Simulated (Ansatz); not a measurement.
Molecule: C$_{4}$H$_{7}$Cl$_{2}$, charge 0, multiplicity 2. It need not be the lowest isomer of its formula. 
Coordinates optimised at B3LYP-D3(BJ)/def2-TZVP (Ansatz, an electronic-structure program):
```
C
H 1 1.0882
C 1 1.4647 2 111.28
H 3 1.0825 1 118.91 2 151.76
C 3 1.4603 4 119.66 1 179.12
H 5 1.0844 3 113.71 4 19.97
H 5 1.0869 6 110.61 3 -128.49
C 1 1.5121 2 111.69 3 130.34
H 8 1.0886 1 111.01 2 55.38
H 8 1.0903 9 108.63 1 -122.06
H 8 1.0926 9 108.72 10 -118.00
Cl 5 1.8636 6 104.74 7 -111.74
Cl 1 1.8825 2 102.08 3 -113.88
```
Charge 0, spin multiplicity 2.

Total electronic energies in hartree. Cores are frozen in the correlated levels unless marked. UHF or UKS for open shells. No spin-orbit coupling. Non-relativistic. CBS(X,Y): correlation extrapolated as X^-3; Hartree-Fock from the larger set.

```csv
level,program,energy (Eh)
SVWN5/def2-TZVPD,Ansatz,-1072.64283
CAM-B3LYP-D4/def2-TZVPD,Ansatz + dftd4,-1077.02186
CAM-B3LYP/def2-TZVPD,Ansatz,-1077.01183
SCS-MP2/6-31G*,Ansatz,-1075.21872
CCSD/cc-pV(D+d)Z,Ansatz,-1075.42481
CCSD(T)/6-31G*,Ansatz,-1075.32822
CCSD(T)/cc-pVTZ,Ansatz,-1075.75970
CCSD(T)/cc-pV(Q+d)Z,Ansatz,-1075.85745
"CCSD(T)/CBS(cc-pV(T+d)Z,cc-pV(Q+d)Z)",Ansatz,-1075.9131
```

Totals of different functionals don't rank their quality; only differences between species are comparable.
